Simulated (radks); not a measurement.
Task: All-electron atom: Xe+ in [Kr] 4d10 5s2 5p4 7d1 (not the ground configuration). All-electron calculation, scalar-relativistic Kohn-Sham, r2SCAN, spin-polarised, spherical densities, finite nucleus; open shells are filled with parallel spins first (spin-orbit coupling, left out, can overturn this in heavy ions); meta-GGA in the generalised Kohn-Sham scheme; Fermi nuclear charge, rms radius 4.7859 fm. Program: a radial shooting solver on a logarithmic mesh with Libxc functionals. Some entries of the table are withheld. Estimate them.

orbital  occ.  eigenvalue (eV)  <r> (bohr)
1s up       1        -34450.51     0.02666
1s down     1        -34450.37     0.02666
2s up       1        -5395.238      0.1146
2s down     1        -5395.216      0.1146
2p up       3        -4839.970      0.1003
2p down     3        -4839.878      0.1003
3s up       1        -1125.648      0.3057
3s down     1        -1125.579      0.3057
3p up       3        -945.1675      0.3040
3p down     3        -945.0711      0.3039
3d up       5        -677.9080      0.2809
3d down     5        -677.8048      0.2808
4s up       1        -221.2800      0.7172
4s down     1        -221.0514      0.7176
4p up       3              (1)      0.7650
4p down     3              (2)      0.7649
4d up       5         -79.7235      0.8763
4d down     5         -79.4251      0.8729
5s up       1         -38.6080       1.799
5s down     1         -36.3977       1.798
5p up       3         -25.5692         (3)
5p down     1         -23.3738         (4)
7d up       1              (5)       14.62

Result: 
(1) 4p up eigenvalue (eV): -163.7966
(2) 4p down eigenvalue (eV): -163.5918
(3) 5p up <r> (bohr): 2.081
(4) 5p down <r> (bohr): 2.098
(5) 7d up eigenvalue (eV): -2.0741
